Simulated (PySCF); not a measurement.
SMILES c1(F)ccc(Br)cc1, singlet at its GFN2-xTB optimised geometry (Å):

```
12

F     -1.3118    -2.6152     0.0000
C     -0.6596    -1.4381     0.0000
C     -1.3939    -0.2646     0.0000
C     -0.7222     0.9442     0.0000
C      0.6634     0.9506     0.0000
Br     1.5853     2.6152     0.0000
C      1.3929    -0.2273     0.0000
C      0.7246    -1.4381     0.0000
H     -2.4714    -0.3037     0.0000
H     -1.2702     1.8734     0.0000
H      2.4714    -0.1993     0.0000
H      1.2633    -2.3720     0.0000
```

Method: PySCF with CAM-B3LYP/def2-TZVP. Cells within 0.4 Å of a nucleus heavier than hydrogen are left out (blank, or x).

Map of the Laplacian of the electron density (e/bohr⁵), clipped to [-1.50, 1.50] on the plane z = 0.0 Å:

```
|555555555555555555555555555|
|555555555555555555555555555|
|555555555555555555555555555|
|555555555555555555555555555|
|555555555555555555555555555|
|555555555555555599955555555|
|55555555555555559xx65555555|
|55555555555555559x945555555|
|555555555405555549555555555|
|555555555413555345555555555|
|55555555553xx3xx45555555555|
|55555555554xx2xx35555555555|
|555555555522555225555555555|
|555555543xx55555xx214555555|
|555555301xx55555xx104555555|
|555555555413655314555555555|
|55555555553xx45x25555555555|
|55555555555xx1xx55555555555|
|555555555754555225555555555|
|555555558xx7655404555555555|
|555555558xx8555555555555555|
|555555557977555555555555555|
|555555555665555555555555555|
|555555555555555555555555555|
|555555555555555555555555555|
|555555555555555555555555555|
|555555555555555555555555555|
```
Scale: ten equal steps from -1.50 (start of '0') to 1.50 (end of '9'), in the order '0123456789'; x runs from -5.00 to 5.00, y from -5.00 (bottom) to 5.00 (top).
